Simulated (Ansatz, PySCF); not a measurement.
C3H8OSi, SMILES O[C@H]1C[C@H]1[SiH3]. Atoms are numbered in the order given.

```xyz
13

O     -0.5618     1.6737     0.2099
C     -1.0581     0.4507     0.6640
C     -1.4571    -0.5977    -0.3291
C     -0.1503    -0.7221     0.4468
Si     1.4924    -0.4467    -0.4171
H     -1.3016     2.1845    -0.1452
H     -1.6102     0.4961     1.6155
H     -2.2777    -1.2774    -0.0781
H     -1.3889    -0.3276    -1.3888
H     -0.1425    -1.4718     1.2480
H      2.1545    -1.7733    -0.6227
H      1.2949     0.1847    -1.7547
H      2.4090     0.4009     0.4024
```
Charge 0, spin multiplicity 1.

Geometry: r2SCAN-D4/def2-SVP. The structure was generated by enumeration; whether it is a known compound was not checked. The values are those of a single conformer.

Two levels are set side by side: PBE-D3(BJ)/def2-SVP (Ansatz, a quantum-chemistry and plane-wave program) and r2SCAN-D4/def2-SVP (Ansatz). Each level has its own optimised geometry; the coordinates shown are those of the second. Frequencies come from the Hessian of PySCF at each geometry. Differences are taken from unrounded values.

| quantity | r2SCAN-D4 | PBE-D3(BJ) | PBE-D3(BJ) minus r2SCAN-D4 |
|---|---|---|---|
| mean bond length (Å) | 1.356 | 1.364 | 0.008 |
| bond O1–C2 (Å) | 1.396 | 1.401 | 0.005 |
| bond C2–C3 (Å) | 1.498 | 1.507 | 0.008 |
| bond C2–C4 (Å) | 1.499 | 1.506 | 0.007 |
| bond C3–C4 (Å) | 1.525 | 1.529 | 0.004 |
| bond C4–Si5 (Å) | 1.876 | 1.885 | 0.009 |
| bond O1–H6 (Å) | 0.967 | 0.975 | 0.008 |
| bond C2–H7 (Å) | 1.101 | 1.109 | 0.008 |
| bond C3–H8 (Å) | 1.095 | 1.102 | 0.007 |
| bond C3–H9 (Å) | 1.096 | 1.103 | 0.007 |
| bond C4–H10 (Å) | 1.097 | 1.104 | 0.006 |
| bond Si5–H11 (Å) | 1.497 | 1.508 | 0.011 |
| bond Si5–H12 (Å) | 1.492 | 1.503 | 0.011 |
| bond Si5–H13 (Å) | 1.493 | 1.504 | 0.011 |
| highest harmonic wavenumber (cm⁻¹) | 3812 | 3696 | -116 |
| mean harmonic wavenumber (cm⁻¹) | 1338 | 1302 | -36 |
| zero-point energy (kcal/mol) | 63.13 | 61.43 | -1.70 |
